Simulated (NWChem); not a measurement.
CHCl2 cation

```xyz
4

Cl     1.4473     0.0000    -0.1573
C      0.0000     0.0000     0.6077
Cl    -1.4473     0.0000    -0.1573
H      0.0000     0.0000     1.7003
```
Atoms are numbered in this order, from 1.

Geometry: optimised at B3LYP/6-31G* (spherical d).

Symmetry labels are those of C2v in the frame above (b1 and b2, or b-type labels, depend on it).

List the 6 lowest vertical singlet excitations from BHandHLYP/6-31+G* (spherical d), full TDDFT (NWChem).


```tsv
state	energy (eV)	oscillator strength	symmetry	leading excitation (squared amplitude)
S1	4.45	0.000	a2	HOMO → LUMO (1.00)
S2	4.49	0.000	b2	HOMO−2 → LUMO (1.00)
S3	5.92	0.227	b1	HOMO−1 → LUMO (0.96)
S4	8.03	0.045	a1	HOMO−3 → LUMO (0.93)
S5	8.56	0.000	a2	HOMO−4 → LUMO (0.92)
S6	8.84	0.025	b1	HOMO → LUMO+1 (0.84)
```
